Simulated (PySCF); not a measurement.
PBE0 on O⁻ (oxygen, charge -1), [He] 2s2 2p5, 2P determinant. All numbers are calculated (PySCF 2.14, the spin-free X2C one-electron Hamiltonian (Gaussian nucleus), in aug-cc-pVQZ-DK (6s5p4d3f2g, 80 functions)).

```
cycle= 1 E= -75.1239949350891  delta_E= -0.00689  |g|= 0.0407  |ddm|= 0.258
cycle= 2 E= -75.1222996667876  delta_E= 0.0017  |g|= 0.0816  |ddm|= 0.131
cycle= 3 E= -75.1249769720915  delta_E= -0.00268  |g|= 0.00726  |ddm|= 0.0823
cycle= 4 E= -75.1250295871805  delta_E= -5.26e-05  |g|= 0.00219  |ddm|= 0.0158
cycle= 5 E= -75.1250422565084  delta_E= -1.27e-05  |g|= 0.000438  |ddm|= 0.012
cycle= 6 E= -75.1250426930779  delta_E= -4.37e-07  |g|= 1.78e-05  |ddm|= 0.00262
cycle= 7 E= -75.1250426932623  delta_E= -1.84e-10  |g|= 1.34e-06  |ddm|= 3.22e-05
converged SCF energy = -75.1250426932623  <S^2> = 0.75748176  2S+1 = 2.0074678
```

Highest occupied orbital energy: 1.209 eV; ⟨L²⟩ = 2.03; populations by l: s 4.00, p 5.00, d 0.00, f 0.00.

(1) Can this result be used?

Results:

(1) With care. Self-consistency was reached. At PBE0 the highest occupied level has a positive energy, so only the finite basis holds that electron; in a semilocal or global hybrid functional this comes from self-interaction and does not mean that the real anion is unbound.
